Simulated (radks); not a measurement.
Q: The mean radii <r> (bohr) of the occupied orbitals of an atom or ion are listed with their occupations. Method: scalar-relativistic Kohn-Sham, BLYP, spin-polarised, spherical densities, finite nucleus; Fermi nuclear charge, rms radius of each element as measured or else 0.836 A^(1/3) + 0.57 fm; computed with a radial shooting solver on a logarithmic mesh with Libxc functionals.

| orbital | occ. | <r> |
|---|---|---|
| 1s up | 1 | 0.02274 |
| 1s down | 1 | 0.02274 |
| 2s up | 1 | 0.09697 |
| 2s down | 1 | 0.09696 |
| 2p up | 3 | 0.08543 |
| 2p down | 3 | 0.08542 |
| 3s up | 1 | 0.2535 |
| 3s down | 1 | 0.2534 |
| 3p up | 3 | 0.2515 |
| 3p down | 3 | 0.2513 |
| 3d up | 5 | 0.2285 |
| 3d down | 5 | 0.2285 |
| 4s up | 1 | 0.5398 |
| 4s down | 1 | 0.5398 |
| 4p up | 3 | 0.5578 |
| 4p down | 3 | 0.5582 |
| 4d up | 3 | 0.5711 |

Name the element and its charge. Open shells, if any, are filled with parallel spins first.

A: Z = 62, samarium, charge +23: Sm23+ in [Kr] 4d3. The 1s radius gives Z: for a bare nucleus <r> = (2 gamma + 1)/(2Z) with gamma = sqrt(1 - (Z/c)^2), 0.02245 bohr for Z = 62, and screening makes it slightly larger (0.02274 here). The occupations add up to 39, and the charge is Z minus that.
